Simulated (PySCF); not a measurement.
**Working out the ionisation energy of Ge**

Ge [Ar] 3d10 4s2 4p2 (3P) → Ge⁺ [Ar] 3d10 4s2 4p1 (2P). All numbers are calculated (PySCF 2.14, scalar relativity by spin-free X2C-1e, in Sapporo-DKH3-DZP-2012). Frozen: [Ar] 3d10. Energies in hartree (1 hartree = 27.21139 eV):

```csv
part,Ge (lower),Ge⁺ (upper)
UHF,-2097.005729,-2096.733401
CCSD correlation,-0.056564,-0.045039
(T),-0.000820,-0.000461
```

Question: What does Hartree-Fock give?

Answer: (-2096.733401) − (-2097.005729) = 0.272328 hartree = 7.410 eV.

Question: What do CCSD and CCSD(T) give?

Answer: The CCSD correlation energies differ by 0.011525 hartree = 0.314 eV and the triples by 0.000359 hartree = 0.010 eV, so CCSD gives 7.724 eV and CCSD(T) 7.734 eV.

Measured between the centres of the two terms (NIST): 7.925 eV, so CCSD(T) (valence) is off by -0.191 eV.

A double-zeta basis recovers only part of the correlation energy.

What remains against the reference includes basis incompleteness, the frozen core and higher excitations.
